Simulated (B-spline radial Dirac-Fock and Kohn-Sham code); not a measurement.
# The Mg-like isoelectronic sequence (12 electrons), Z = 69 to 76

The computed values come from a B-spline atomic structure program: Dirac-Fock energy differences between relaxed states, corrected for Breit and QED terms. Binding energies in eV, tabulated ground configurations ([Ne] 3s2 throughout). Correlation energy is missing from these numbers.

| ion | 1s | 2p1/2 | 2p3/2 | outermost level | NIST ionisation energy |
| --- | --- | --- | --- | --- | --- |
| Tm⁵⁷⁺ | 64040.3 | 14037.7 | 13034.8 | 5901.0 (3s) | 5901 ± 6 |
| Yb⁵⁸⁺ | 66125.1 | 14536.6 | 13465.6 | 6111.2 (3s) | 6111 ± 6 |
| Lu⁵⁹⁺ | ? | ? | ? | ? | ? |
| Hf⁶⁰⁺ | 70419.8 | 15567.5 | 14349.0 | 6545.0 (3s) | 6545 ± 10 |
| Ta⁶¹⁺ | 72630.6 | 16099.9 | 14801.5 | 6768.7 (3s) | 6769 ± 12 |
| W⁶²⁺ | 74884.5 | 16643.8 | 15261.4 | 6996.9 (3s) | 7000 ± 7 |
| Re⁶³⁺ | 77182.3 | 17199.4 | 15728.5 | 7229.9 (3s) | 7230 ± 19 |
| Os⁶⁴⁺ | 79524.2 | 17767.0 | 16202.9 | 7467.6 (3s) | 7468 ± 24 |

Question: Fill in the row of Lu⁵⁹⁺.

Answer: 1s 68251.2, 2p1/2 15046.5, 2p3/2 13903.7, outermost 6325.8 (3s), NIST 6326 ± 7 eV.

NIST's values are for the lowest levels; a dash marks a value that is missing or belongs to another shell. Their kind here: semi-empirical, theoretical.
